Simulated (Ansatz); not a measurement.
Harmonic frequencies (cm⁻¹) at PBE0-D4/def2-TZVP from Ansatz: 77, 157, 468, 475, 650, 733, 814, 873, 874, 956, 1192, 2143, 2146, 2194, 3115.

**Question.** Which molecule is it?
A. `[GeH3][CH]=[Se]`
B. `[SeH]C1=NC1`
C. `[CH2]1[GeH2][Se]1`
D. `FC#[C][GeH3]`

**Answer.** A.
